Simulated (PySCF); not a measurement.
How methods differ on the excitation energy of Kr²⁺

Kr²⁺ [Ar] 3d10 4s2 4p4 (3P) → Kr²⁺ [Ar] 3d10 4s1 4p4 5s1 (5P), as a difference of total energies. Calculation: PySCF 2.14, in aug-cc-pVQZ-PP with ECP10MDF (7s6p5d3f2g, 89 functions); a scalar-relativistic core potential. Correlated levels: valence: 3s2 3p6 3d10 frozen. The calculations carry no spin-orbit coupling.

| method | excitation energy (eV) |
| --- | --- |
| UHF | 32.499 |
| MP2 (valence) | 32.453 |
| SCS-MP2 (valence) | 32.644 |
| CCSD (valence) | 32.431 |
| CCSD(T) (valence) | 32.211 |

**Question.** How much does correlation contribute at CCSD(T) (valence)?

**Answer.** 32.211 − (32.499) = -0.288 eV, measured against UHF.

The promoted electron is Rydberg-like, and one or two diffuse shells describe it only roughly, which tends to raise the upper state.

The coupled-cluster amplitudes are large for the upper state (T1 above 0.03 or a double amplitude above 0.15), so a single reference is strained.
